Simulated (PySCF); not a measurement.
PbH at PBE

Level: PBE. H def2-TZVPP, Pb def2-TZVPP with ECP60; scalar-relativistic core potentials (PySCF 2.14).

* state: ²Π (doublet), unpaired electrons π ↑
* bond length: 0.1869 nm
* harmonic wavenumber: 1545 cm⁻¹
* force constant: 1.41 mdyn/Å
* rotational constant Be: 4.813 cm⁻¹
* anharmonicity ωexe: 23.2 cm⁻¹
* vibration–rotation constant αe: 0.123 cm⁻¹
* well depth De to H + Pb: 2.51 eV
* dissociation energy D0: 2.41 eV
* bond order (Mayer): 0.96
* dipole moment (positive dipole means H(−)Pb(+)): 1.13 D

Spin–orbit coupling is left out, which matters for elements this heavy, above all for dissociation energies. The state is the lowest determinant that a PBE0 search found; another state may lie lower at other levels.
